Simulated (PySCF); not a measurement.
Field gradients at the hydrogen positions

Species: C6H12PSi (charge +1).
Geometry (PBE0-D3(BJ)/def2-SVP, Å), atoms numbered from 1 in this order:
```xyz
20
C6H12PSi angstrom
C      2.9401    1.8409   -0.3098
C      1.8548    1.2233    0.1669
P      1.0281   -0.0759   -0.7219
C      0.8139   -1.5987    0.2588
C     -0.6711   -1.6052    0.5259
C     -1.4510   -0.7050   -0.0966
Si    -3.3316   -0.6148    0.1223
C     -0.7423    0.2549   -1.0322
H      3.4204    2.6389    0.2641
H      3.3934    1.5873   -1.2742
H      1.4145    1.4882    1.1358
H      1.7558   -0.3044   -1.9090
H      1.4294   -1.5606    1.1733
H      1.1472   -2.4795   -0.3183
H     -1.0678   -2.3592    1.2128
H     -3.6677    0.7562    0.6023
H     -3.9626   -0.8486   -1.2076
H     -3.7166   -1.6561    1.1113
H     -0.9837    0.0688   -2.0932
H     -0.9679    1.3153   -0.8326
```

Level: PBE0/pcSseg-1 (PySCF, non-relativistic); Q(2H) = 0.00286 b; rigid geometry, the same for H and D, with no vibrational averaging.

Problem. Rank these positions by the coupling χzz of a deuteron there, largest first.
A. H12 (P–H hydrogen)
B. H13 (methylene hydrogen)
C. H16 (Si–H hydrogen)
D. H15 (vinylic hydrogen)

Solution. D (198 kHz), B (187 kHz), A (112 kHz), C (93 kHz).

Problem. Tabulate Vzz, the asymmetry η and χzz = 234.96 MHz × Q × Vzz for every hydrogen position.

Solution. 
| atom | bonded to | bond length (Å) | Vzz (au) | η | χzz (kHz) |
| --- | --- | --- | --- | --- | --- |
| H9 | C1 | 1.094 | 0.2925 | 0.02 | 197 |
| H10 | C1 | 1.095 | 0.2910 | 0.04 | 196 |
| H11 | C2 | 1.097 | 0.2912 | 0.09 | 196 |
| H12 | P3 | 1.411 | 0.1673 | 0.04 | 112 |
| H13 | C4 | 1.103 | 0.2783 | 0.04 | 187 |
| H14 | C4 | 1.105 | 0.2768 | 0.04 | 186 |
| H15 | C5 | 1.094 | 0.2945 | 0.07 | 198 |
| H16 | Si7 | 1.491 | 0.1390 | 0.04 | 93 |
| H17 | Si7 | 1.490 | 0.1391 | 0.04 | 93 |
| H18 | Si7 | 1.487 | 0.1410 | 0.04 | 95 |
| H19 | C8 | 1.104 | 0.2776 | 0.05 | 187 |
| H20 | C8 | 1.102 | 0.2788 | 0.05 | 187 |

Problem. Average by the element that carries the hydrogen.

Solution. on C: 192 kHz over 8 positions, mean bond length 1.099 Å; on P: 112 kHz over 1 position, mean bond length 1.411 Å; on Si: 94 kHz over 3 positions, mean bond length 1.489 Å.

Problem. How does χzz go with the bond length over the 8 C–H bonds?

Solution. A straight-line fit has a slope of -11.3 kHz for each 0.01 Å, with a correlation coefficient of -0.99, over lengths from 1.094 to 1.105 Å. The longer bonds have the smaller couplings here.

Problem. Give the 2H NMR doublet splittings at H13 for a magnetic field along the z, y and x axes of the gradient: 3χ/2, 3χ(1 + η)/4, 3χ(1 − η)/4.

Solution. With |χ| = 187.0 kHz and η = 0.038: 281, 146 and 135 kHz, to first order and without motion.

The structure is a single PBE0-D3(BJ)/def2-SVP conformer in the gas phase; no vibrational or solvent corrections. These gradients aren't converged with respect to the basis.
